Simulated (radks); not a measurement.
Values are calculated unless marked as measured or tabulated.
All-electron atom: K8+ in [Ne] 3s1 (the NIST ground configuration). Level of theory: scalar-relativistic Kohn-Sham, LDA (Slater exchange, VWN5 correlation), spin-polarised, spherical densities, finite nucleus; open shells are filled with parallel spins first; Fermi nuclear charge, rms radius 3.4349 fm (a radial shooting solver on a logarithmic mesh with Libxc functionals).

X-ray form factor f0, the Fourier transform of the density (f0(0) = 11):

sin(theta)/lambda (1/angstrom)  f0 (electrons)
0.05                                    10.954
0.1                                     10.819
0.15                                    10.604
0.2                                     10.324
0.25                                     9.993
0.3                                      9.628
0.4                                      8.850
0.5                                      8.070
0.6                                      7.321
0.8                                      5.941
1                                        4.727
1.25                                     3.505
1.5                                      2.642
2                                        1.731
